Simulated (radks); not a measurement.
Exchange energies: the exact (Fock) value of the Kohn-Sham orbitals and density-functional approximations, in hartree. Species: Mo [Kr] 4d5 5s1; Pb4+ [Xe] 4f14 5d10. Calculated with a radial shooting solver on a logarithmic mesh with Libxc functionals: non-relativistic Kohn-Sham, PBE, spin-polarised, spherical densities, point nucleus. Every spin shell is full or empty, so the densities are truly spherical. Functionals are evaluated on that one density, not self-consistently.

functional,Mo,Pb4+
exact,-119.804,-358.191
LDA,-113.61,-344.59
OPTX,-121.09,-365.02
SOGGA,-116.95,-351.68
B86b,-119.87,-358.07
G96,-120.25,-359.76
EV93,-119.64,-356.27
revTPSS,-118.80,-354.89
SCAN,-120.10,-358.31
Tao-Mo,-118.95,-355.12
TASK,-117.04,-351.75
